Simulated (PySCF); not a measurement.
**How the functional moves excitation energies**

C4H5B.
Atom-mapped SMILES: `[BH2:1][C:2]#[C:3][CH:4]=[CH2:5]` (hydrogens: H6, H7 on B1; H8 on C4; H9, H10 on C5)

Linear-response calculations in the def2-SVPD basis (PySCF; singlets by full response, triplets Tamm–Dancoff, core orbitals frozen in the response; HF means time-dependent Hartree–Fock). 'Strongest' is the level of largest summed f among the singlets computed (10 roots, of which the last may lack a degenerate partner); it can jump between rows when another state enters that window. S1 is the lowest singlet of each run and needn't be the same state throughout; f(S1) is that of one state. Isolated species at its PBE0-D3(BJ)/def2-SVP geometry, gas phase.

```
functional                               kind  S1 (eV)  f(S1)  strongest (eV)  T1 (eV)  HOMO (eV)  gap (eV)  ionisation energy, ΔSCF (eV)
       LDA                                LDA     2.91  0.000            4.32     2.73      -6.58      2.84                          9.71
       PBE                                GGA     3.02  0.000            4.33     2.70      -6.46      2.97                          9.54
     B3LYP  global hybrid, 20% exact exchange     3.32  0.000            4.48     2.80      -7.44      4.67                          9.64
      PBE0  global hybrid, 25% exact exchange     3.36  0.000            4.55     2.75      -7.66      5.06                          9.63
 BHandHLYP  global hybrid, 50% exact exchange     3.61  0.000            4.68     2.84      -8.46      6.92                          9.44
 CAM-B3LYP             range-separated hybrid     3.47  0.000            4.63     2.87      -8.86      7.35                          9.67
   wB97X-D             range-separated hybrid     3.52  0.000            4.67     2.96      -9.39      8.58                          9.62
        HF                       Hartree–Fock     3.83  0.000            7.24     2.60      -9.69     10.73                   not settled
```

**Question.** What does LC-wPBE (range-separated hybrid) give?

**Answer.** S1 (eV) 3.64, f(S1) 0.000, strongest (eV) 7.28, T1 (eV) 2.85, HOMO (eV) -10.17, gap (eV) 9.74, ionisation energy, ΔSCF (eV) 9.73. S1 runs from 2.91 eV (LDA) to 3.83 eV (HF), a spread of 0.92 eV, while the orbital gap spreads over 7.9 eV. Along PBE (0%), B3LYP (20%), PBE0 (25%), BHandHLYP (50%), HF (100%) S1 rises with the share of exact exchange. −ε(HOMO) comes closest to its own ΔSCF ionisation energy with wB97X-D (-0.23 eV) and misses most with LDA (-3.12 eV). 'Not settled' means that the ion's SCF failed to converge or may have ended in another state than the lowest.
